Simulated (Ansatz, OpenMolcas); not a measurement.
## Abstraction of Br: CH2BrF + BF2 → CH2F + BBrF2

Gas-phase species: CH2BrF (bromofluoromethane) `FCBr`, singlet; BF2 `F[B]F`, doublet; CH2F `[CH2]F`, doublet; BBrF2 `FB(F)Br`, singlet. A radical takes Br: the energy is the difference in strength between the C–Br bond broken and the B–Br bond made.

Shapes, held fixed at every level: PBE0-D4/def2-TZVP. Programs: Ansatz 0.2.0, OpenMolcas 26.06. A level may come from different programs for different species; with the same settings they agree closely. The zero-point and thermal change to 298 K, harmonic and unscaled (PBE0-D4/def2-TZVP), is -5.8 kJ/mol.

```
                             level                    kind  ΔH(298 K) (kJ/mol)  less CCSD(T)/def2-TZVPP
                       HF/def2-SVP            Hartree–Fock              -171.5                    -28.4
                  SPW92/def2-TZVPP                     LDA              -130.2                    +12.9
B3LYP/6-31G* (spherical functions)           global hybrid              -147.2                     -4.1
             r2SCAN0-D4/def2-TZVPP           global hybrid              -148.0                     -4.9
                wB97X-V/def2-TZVPP  range-separated hybrid              -144.2                     -1.1
                 B2PLYP/def2-TZVPP           double hybrid              -141.6                     +1.5
                     CCSD/def2-SVP   coupled cluster or CI              -163.2                    -20.1
                CCSD(T)/def2-TZVPP   coupled cluster or CI              -143.1                      0.0
```

The highest level, CCSD(T)/def2-TZVPP, gives ΔH(298 K) = -143.1 kJ/mol; the levels span -171.5 to -130.2. The column of differences is taken from that level and isn't an error. No measured value is set beside it here. Open shells run unrestricted. Relativity is left out for Br. Outer-core shells of Br are correlated, in sets that cover them unevenly.
